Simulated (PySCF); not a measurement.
**Computed beside measured shifts: Tetrabutylphosphonium bromide ([C16H36P]+)**

System: Tetrabutylphosphonium bromide ([C16H36P]+), SMILES CCCC[P+](CCCC)(CCCC)CCCC.

Atom-mapped SMILES (hydrogens are numbered by the atom that bears them): [CH3:1][CH2:2][CH2:3][CH2:4][P+:5]([CH2:6][CH2:7][CH2:8][CH3:9])([CH2:10][CH2:11][CH2:12][CH3:13])[CH2:14][CH2:15][CH2:16][CH3:17]

Computed with GIAO KT3/pcSseg-2, gas phase, PySCF SCF with an in-house response code, fitting set def2-universal-JFIT, grid level 2, non-relativistic, geometry: PBE0-D3(BJ)/def2-SVP.

One optimised conformer. Values are averaged over the atoms that symmetry or fast rotation interchanges, on this one geometry and without vibrational averaging. Shifts are the reference shielding less the shielding here, at the same level (13C, 1H against isolated TMS; 31P against isolated H3PO4); nuclei without a reference have shieldings only.

What shifts does this level give for P5, P5, and how do they compare with measurement?


```tsv
atom	nucleus	computed / ppm	measured / ppm	computed less measured	measured against	medium of the measurement
P5	31P	11.6	32.79	-21.2	85 % H3PO4	CDCl3
P5	31P	11.6	34	-22.4	85 % H3PO4	not stated
```

Computed 19F and 31P shifts carry an offset from the reference molecule (CFCl3 is hard for DFT, lone H3PO4 or PH3 isn't the 85 % acid), so differences between compounds are more accurate than the values.

Measured values: E. Pretsch, P. Bühlmann, M. Badertscher, Structure Determination of Organic Compounds, 4th ed., Springer 2009; supporting information or article, doi 10.1039/c7cp04814a.
